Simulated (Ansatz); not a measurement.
Program: Ansatz. Geometries: PBE0-D4/def2-TZVP. ΔE: electronic, gas phase. CCSD(T)/CBS is the MP2 limit (def2-TZVPP, def2-QZVPP) plus CCSD(T) − MP2 in def2-TZVPP, frozen cores. DFT in def2-TZVPP. B3LYP here is the variant with VWN-RPA as its local correlation; programs differ in this. For Ge outer-core shells are correlated without core-valence functions, which leaves a few kJ/mol of doubt a bond. Scalar relativity is left out up to krypton. One conformer a species, not always the lowest.

Consider the cleavage of the Ge–Ge bond: `[CH3][GeH2][GeH3]` + `[SiH3][SiH2]S` → `[SiH3][SiH2][S][GeH3]` + `[CH3][GeH3]`.

`[CH3][GeH2][GeH3]`:

Cartesian coordinates in Å:
```
C -1.450 0.338 -1.019
Ge 0.128 0.892 0.000
Ge 1.256 -1.029 0.955
H -2.153 -0.185 -0.370
H -1.159 -0.330 -1.831
H -1.948 1.210 -1.445
H -0.291 1.851 1.132
H 1.105 1.651 -0.920
H 1.702 -1.997 -0.156
H 0.310 -1.793 1.899
H 2.500 -0.609 1.756
```

`[SiH3][SiH2]S`:

Cartesian coordinates in Å:
```
Si 1.337 0.611 0.493
Si -0.836 -0.153 0.096
S -0.768 -1.203 -1.772
H 2.277 -0.538 0.562
H 1.375 1.348 1.785
H 1.763 1.525 -0.599
H -1.285 -1.053 1.193
H -1.789 0.987 0.026
H -2.074 -1.523 -1.784
```

`[SiH3][SiH2][S][GeH3]`:

Cartesian coordinates in Å:
```
Si 1.950 0.785 0.077
Si 0.186 0.230 -1.358
S -1.711 0.793 -0.540
Ge -1.934 -0.814 0.985
H 3.254 0.394 -0.525
H 1.947 2.252 0.321
H 1.799 0.081 1.378
H 0.200 -1.230 -1.657
H 0.311 0.980 -2.635
H -3.313 -0.585 1.614
H -1.860 -2.184 0.295
H -0.828 -0.701 2.045
```

`[CH3][GeH3]`:

```xyz
8

C     0.309    0.797   -0.585
Ge   -0.274   -0.706    0.518
H    -0.341    0.904   -1.453
H     0.277    1.723   -0.010
H     1.331    0.638   -0.932
H    -1.717   -0.485    1.006
H     0.640   -0.856    1.747
H    -0.225   -2.015   -0.290
```

```tsv
level	ΔE (kcal/mol)
ωB97X-V	-5.0
ωB97M-V	-4.9
B2PLYP	-4.4
B3LYP	-3.3
MP2/def2-TZVPP	-5.7
SCS-MP2/def2-TZVPP	-5.7
HF/def2-QZVPP	-6.1
HF/CBS(def2)	-6.1
```

(1) What does CCSD(T)/CBS give? (An estimate is asked.)

Largest T1 diagnostic among the species: 0.012.

Answers

(1) The calculation gave: -4.9 kcal/mol. The listed levels differ from it by -0.1, 0.0, 0.5, 1.6, -0.8, -0.8, -1.2, -1.2 kcal/mol.

The D4 term adds −1.5 kcal/mol with B3LYP and −0.8 kcal/mol with PBE0; it sums over pairs of atoms, weighted by their polarisabilities, and B3LYP, whose exchange is more repulsive, gets the larger term.
